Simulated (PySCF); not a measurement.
CF2I, SMILES F[C](F)I (connectivity only; charge and spin as stated), charge +1, multiplicity 1.

The structure is a stationary point at PBE0-D3(BJ)/def2-SVP. The multiplicity is an assumed one; other spin states were not compared. The isomer is the one that the SMILES or the coordinates give; other isomers of the formula were not compared. The def2 effective core potentials stand for the cores of I; spin–orbit coupling is left out.

The numbers are results of PBE/def2-TZVPD run with PySCF, not measurements.

The molecule is in vacuum.

Problem. Estimate the frontier levels, gap, dipole moment and polarisability. (Estimate from the structure and the level; the computed values follow.)

Solution. 
The highest occupied level is -13.49 eV and the lowest empty level is -10.48 eV. The orbital gap is 3.01 eV. The dipole moment about the centre of nuclear charge is 0.91 D and the mean static polarisability is 41.8 bohr³ (6.19 Å³). The polarisability, principal values comes out as 30.8, 36.8, 57.8 bohr³.
